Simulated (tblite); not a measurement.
C6H9FO.
Cartesian coordinates in Å at the GFN2-xTB level; atoms count from 1:
```
atom  x, y, z in Å
C1     2.9339    0.3688    0.6890
O2     2.5399   -0.8335    0.0732
C3     1.2101   -1.0626   -0.0590
C4     0.1942   -0.3005    0.3225
C5    -1.2386   -0.6858    0.0926
C6    -1.8684    0.2332   -0.9114
C7    -2.9178    1.0005   -0.6847
F8    -3.5588    1.0186    0.5002
H9     4.0224    0.3603    0.6976
H10    2.5606    0.4289    1.7163
H11    2.5786    1.2383    0.1264
H12    1.0547   -2.0194   -0.5411
H13    0.3452    0.6562    0.7989
H14   -1.2848   -1.7108   -0.2832
H15   -1.7944   -0.6308    1.0309
H16   -1.4065    0.2773   -1.8858
H17   -3.3773    1.6735   -1.3934
```

Level: GFN2-xTB in tblite, geometry and Hessian alike; calculated harmonic values, unscaled, isolated species. This tight-binding method is rough: wavenumbers can miss measured ones by several per cent, in bad cases by 10 to 20. One conformer, not necessarily the lowest.

Harmonic wavenumbers (cm⁻¹): 31.3, 51.4, 94.9, 186.6, 214.6, 233.1, 272.4, 345.2, 364.3, 486.3, 597.0, 646.1, 723.4, 784.7, 872.6, 915.4, 981.4, 985.4, 986.8, 1060.2, 1111.3, 1123.8, 1138.9, 1175.0, 1185.6, 1218.7, 1259.5, 1286.9, 1297.0, 1323.2, 1400.1, 1456.4, 1466.9, 1484.8, 1715.9, 1730.8, 2930.7, 2946.8, 2965.5, 2981.7, 3029.3, 3059.8, 3077.7, 3094.7, 3097.0.

A = 6081, B = 699.8, C = 676.3 MHz; mass 116.064 u (most abundant isotopes); point group C1, symmetry number 1.

Q: What is the zero-point energy?

A: ½Σν̃ = 29696 cm⁻¹ = 355.24 kJ/mol.

Q: Entropy at 298.15 K, 1 bar (ideal gas, RRHO, classical rotation)?

A: Translation 168.15, rotation 121.77, vibration 113.89: S = 403.8 J/(mol K).

Q: And Cp and H(298.15 K) − H(0)?

A: Cp = 141.67 J/(mol K), of which vibrations give 108.42 (their classical limit is 45 R = 374.2); H(298.15 K) − H(0) = 26.77 kJ/mol without the zero-point energy, 16.86 from vibrations.

Q: Which modes carry the vibrational entropy at 298.15 K?

A: 31.3 cm⁻¹: 24.04; 51.4 cm⁻¹: 19.93; 94.9 cm⁻¹: 14.88; 186.6 cm⁻¹: 9.46; 214.6 cm⁻¹: 8.39; 233.1 cm⁻¹: 7.76 J/(mol K); the other 39 give 29.43 together.

Q: What must be added to the electronic energy to get the Gibbs energy at 298.15 K and 1 bar?

A: ZPE + [H(298.15 K) − H(0)] − T·S = 355.24 + 26.77 − 120.39 = 261.62 kJ/mol.

Q: Blend soft modes into free rotors: weight 1/[1 + (100 cm⁻¹/ν̃)⁴] for the oscillator and the rest for a rotor with moment μB/(μ + B), μ = h/(8π²ν), B = 10⁻⁴⁴ kg m². What vibrational entropy results?

A: 100.40 J/(mol K) in place of 113.89, which changes −T·S at 298.15 K by +4.02 kJ/mol.

Q: How do the functions run with temperature in this model?

A: 
```csv
T (K),S (J/(mol K)),Cp (J/(mol K)),H − H(0) (kJ/mol),G − H(0) (kJ/mol),ln q(vib)
100,292.6,74.6,5.45,-23.82,2.14
200,354.7,107.4,14.58,-56.35,4.62
300,404.7,142.4,27.04,-94.37,6.94
500,493.9,210.0,62.54,-184.40,11.42
800,608.5,277.0,136.49,-350.32,17.85
1000,673.6,305.9,194.94,-478.67,21.86
```

q(vib) and H(0) count from the zero-point level.

Hindered rotation and anharmonicity are outside this model. Other conformers, if any are populated, would add a mixing term that is left out. The structure is chiral; the term R ln 2 for an equal mix with its mirror image is left out.
